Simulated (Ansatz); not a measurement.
Diatomic NaBe, multiplicity 2 (lowest of 2S+1 = 2, 4 at CCSD(T)/def2-TZVPP on PBE0 minima; our sources give no spin for the ground state, which may be another).

Seven points along R, fitted to fifth degree in 1/R; most abundant isotopes. In def2 and cc sets the state is the lowest found near the PBE0 minimum, followed along R.

The values were computed with Ansatz (a program for electronic structure). Each number belongs to the level named beside it.

```csv
level,r_e (Å),ω_e (cm⁻¹),ω_e x_e (cm⁻¹),B_e (cm⁻¹),D_e (eV),dipole (D)
SVWN5/def2-TZVPP,2.833,234,3.3,0.325,0.50,2.43
PBE/def2-TZVPP,2.886,225,3.3,0.313,0.43,2.51
r2SCAN/def2-TZVPP,2.911,224,3.4,0.307,0.45,2.84
B97M-V/def2-TZVPP,3.024,175,2.7,0.285,0.26,2.26
B3LYP/def2-TZVPP,2.898,213,4.1,0.310,0.30,2.42
PBE0/def2-TZVPP,2.901,220,3.7,0.309,0.36,2.75
BHLYP/def2-TZVPP,2.913,206,4.9,0.307,0.23,2.50
CAM-B3LYP/def2-TZVPP,2.875,214,4.9,0.315,0.24,2.71
wB97X-V/def2-TZVPP,2.910,209,5.6,0.307,0.20,3.19
wB97M-V/def2-TZVPP,3.016,157,4.9,0.286,0.15,1.79
B2PLYP/def2-TZVPP,2.929,197,5.2,0.304,0.20,-
CCSD/def2-QZVPP,3.025,156,5.7,0.285,0.13,-
CCSD(T)/def2-QZVPP,2.986,170,5.4,0.292,0.16,-
```

D_e counts from each atom's lowest state at the same level, without counterpoise or zero-point energy.

Correlated levels freeze the inner cores; with def2 sets outer-core shells near the valence are correlated too.

Doubts at one or more of the structures used: a spin-contaminated determinant (CCSD/def2-QZVPP, CCSD(T)/def2-QZVPP).
